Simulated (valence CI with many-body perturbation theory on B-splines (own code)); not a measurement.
Values are calculated unless marked as measured or tabulated.
## Re³⁶⁺: input, log and results

Method: relativistic CI+MBPT: three valence electrons over a frozen Dirac-Fock core [Kr], radial functions for each j: 6 s, 6 p, 5 d, 5 f, 1 g, with the one-electron correlation potential Σ1 (screened to all orders), the two-electron term Σ2, Breit, model QED; selected single and double excitations, second order for the rest, scaled by the run's own slope (own B-spline code, finite nucleus).

Command, and the settings that its task file holds:

```sh
python run_cv.py task.json out
```

```
atom Re  Z=75  mass_number=187  rms_radius_fm=5.3698
core [Kr]
valence 4d3
avg = 1
basis = S
breit = 1
cap = 10000
capref = 1200
cscale = 1
de = 0.0
dress = 0
eps = 2e-08
extrap = 1
h = 0.27
hh = 1
l2 = 3
lcore = 6
maxit = 60
n2 = 5
natural = 1
nlev = 21
nno = [3, 3, 3, 3, 1]
nroot = 26
nsp = [3, 3, 2, 2, 0]
pt2 = 1
qed = 1
rpa = 1
s1 = 1
s2 = 1
s3 = 0
screen = 1
tol = 2e-05
whole = 1
```

It took 50 s on 1 thread of Arm Neoverse N1, with other jobs on the host.

Log. The first blocks belong to the next ion, which gives the ionisation energy. Fields: 2J, parity (1 odd), roots, reference size, generating configurations, candidates as configurations/state functions, variational space P, stored matrix elements, Davidson steps; e2 is the range of second-order energies in hartree. The first line gives the box (bohr), its intervals, the orbitals and the steps of their self-consistent field. Window is the range of levels sought, series limit the energy at which the first omitted orbital would enter, core excitation an estimate of the first excitation out of the core, left out the lowest levels not solved, and shifts from estimates the range by which levels moved from their first estimate, all in cm⁻¹.

```
rmax 4.0 intervals 58 orbitals 40 references ['4d3', '4d2 4f', '4d 4f2', '4d2 5s', '4d2 5p'] scf 3 t 2.0
2J=4 par=0 roots 2 ref 42 generators 3 cand 293/293 P 296/296 nnz 0 it 0
2J=4 par=0 roots 2 ref 42 generators 6 cand 39/39 P 321/321 nnz 0 it 0
   second order: generators 8 cand 14/14 e2 -0.00000 -0.00000
2J=0 par=0 roots 2 ref 17 generators 4 cand 108/108 P 123/123 nnz 0 it 0
2J=0 par=0 roots 2 ref 17 generators 4 cand 2/2 P 125/125 nnz 0 it 0
   second order: generators 6 cand 0/0 e2 -0.00000 -0.00000
2J=6 par=0 roots 2 ref 32 generators 2 cand 250/250 P 170/170 nnz 0 it 0
2J=6 par=0 roots 2 ref 32 generators 4 cand 112/112 P 197/197 nnz 0 it 0
   second order: generators 6 cand 85/85 e2 -0.00000 -0.00000
reference levels 496, estimated 19, window 544938 1/cm; series limit 6599278, core excitation 1293924
2J=3 par=0 roots 5 ref 38 generators 7 cand 920/2169 P 668/1699 nnz 0 it 4
2J=3 par=0 roots 5 ref 38 generators 10 cand 795/1859 P 791/2041 nnz 0 it 4
   second order: generators 11 cand 906/1993 e2 -0.00000 -0.00000
2J=5 par=0 roots 5 ref 44 generators 4 cand 636/1705 P 678/1983 nnz 0 it 4
2J=5 par=0 roots 5 ref 44 generators 8 cand 827/2319 P 789/2347 nnz 0 it 4
   second order: generators 10 cand 1020/2700 e2 -0.00000 -0.00000
2J=7 par=0 roots 3 ref 38 generators 2 cand 295/733 P 620/1749 nnz 0 it 3
2J=7 par=0 roots 3 ref 38 generators 6 cand 836/2420 P 715/2041 nnz 0 it 4
   second order: generators 8 cand 1075/3063 e2 -0.00001 -0.00000
2J=9 par=0 roots 3 ref 31 generators 3 cand 226/461 P 520/1372 nnz 0 it 4
2J=9 par=0 roots 3 ref 31 generators 8 cand 797/2055 P 586/1537 nnz 0 it 4
   second order: generators 11 cand 1395/3806 e2 -0.00000 -0.00000
2J=1 par=0 roots 2 ref 21 generators 2 cand 262/401 P 576/922 nnz 0 it 0
2J=1 par=0 roots 2 ref 21 generators 6 cand 694/1093 P 691/1123 nnz 0 it 0
   second order: generators 8 cand 812/1255 e2 -0.00000 -0.00000
2J=11 par=0 roots 1 ref 19 generators 1 cand 220/407 P 357/798 nnz 0 it 0
2J=11 par=0 roots 1 ref 19 generators 3 cand 695/1590 P 406/914 nnz 0 it 0
   second order: generators 6 cand 980/2409 e2 -0.00000 -0.00000
left out: unestimated 1679060, estimated none, shifts from estimates -12 to 3
operators 4.6
```

The Davidson iterations converged.

The last digits are not significant, and no measured levels were compared; by estimate large intervals hold to a few tenths of a per cent, small ones and those within an open d or f shell to about a per cent. Only levels of the ground parity were solved; by the run's estimate the other parity begins above the list, which can be wrong where configurations are misplaced.

```yaml
Valence_energy: -181.0303 hartree
Ionisation_energy: "1584.8 eV (NIST: 1583 ± 5 eV (theoretical))"
Reference_configurations_for_the_orbitals: 4d3, 4d2 4f, 4d 4f2, 4d2 5s, 4d2 5p
Radial_orbitals: 40
Box_radius: 4.036 bohr
Largest_variational_space: 2347
Lowest_levels: (4d3/2^3) J=3/2 0, (4d3/2^2 4d5/2) J=5/2 [a] 131800, (4d3/2^2 4d5/2) J=3/2 151270, (4d3/2^2 4d5/2) J=7/2 163980, (4d3/2^2 4d5/2) J=9/2 166680, (4d3/2^2 4d5/2) J=1/2 167660, (4d3/2^2 4d5/2) J=5/2 [b] 234870, (4d3/2 4d5/2^2) J=7/2 [a] 293960, (4d3/2 4d5/2^2) J=9/2 307990, (4d3/2 4d5/2^2) J=3/2 [a] 322360, (4d3/2 4d5/2^2) J=1/2 330850, (4d3/2 4d5/2^2) J=5/2 [a] 338320, (4d3/2 4d5/2^2) J=11/2 339340, (4d3/2 4d5/2^2) J=5/2 [b] 361870 cm⁻¹
```

Levels are named by their leading jj configuration (3d3/2^4 stands for four electrons in 3d with j = 3/2), which in mixed levels can hold well under half, so a name can repeat and another be missing. Letters in brackets count levels of one name in rising energy.
